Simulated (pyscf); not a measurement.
PySCF, gas phase, ωB97X-D3(BJ)/def2-SVP geometries.

Question: What is the homolytic dissociation enthalpy (298 K, ωB97M-D3(BJ)/def2-TZVP) of the C–C bond of F–C(F)(F)–C(Cl)(Cl)–Cl, to F–C•(F)–F + Cl–C•(Cl)–Cl?

Answer: C–C to F–C•(F)–F + Cl–C•(Cl)–Cl: 82.5 kcal/mol. The 7 functionals that were run give +72.5 (PBE) to +83.3 kcal/mol (M06-2X).
